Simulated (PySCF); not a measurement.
**C₆ coefficients of unlike pairs at UHF**

Calculated with PySCF 2.14 from the dipole response of each species, C₆(A,B) = (3/π) ∫ α_A(iu) α_B(iu) du, in atomic units, from isotropic polarisabilities. For ions this is the dispersion term alone; charge-induced terms of lower order in 1/R come first.

```csv
species,configuration,basis,relativity,α (bohr³),C₆ (like pair)
S⁺,[Ne] 3s2 3p3 (4S),"aug-cc-pV(T+d)Z with one added diffuse shell each of s, p, d, f type (7s6p5d3f)",none,10.93,53.80
Nb³⁺,[Kr] 4d2 (3F),def2-TZVPPD with the def2 core potential (28 electrons) (6s4p3d2f1g),core potential,5.492,23.84
Ar³⁺,[Ne] 3s2 3p3 (4S),aug-cc-pwCVQZ (10s9p7d5f3g),none,3.715,10.09
F,[He] 2s2 2p5 (2P),dyall-av3z (15s9p3d2f),none,3.069,8.023
```

**Question.** Estimate C₆ for Ar³⁺ with S⁺.

**Answer.** The integral gives 22.63. The combination rule 2 C_A C_B / (C_A α_B/α_A + C_B α_A/α_B) gives 22.63 and the geometric mean 23.30.

No spin-orbit coupling is included.

The other pairs:

```json
{"pair": "Nb³⁺, S⁺", "C₆": "34.22"}
{"pair": "F, S⁺", "C₆": "19.71"}
{"pair": "F, Nb³⁺", "C₆": "13.82"}
{"pair": "F, Ar³⁺", "C₆": "8.959"}
{"pair": "Ar³⁺, Nb³⁺", "C₆": "15.47"}
```
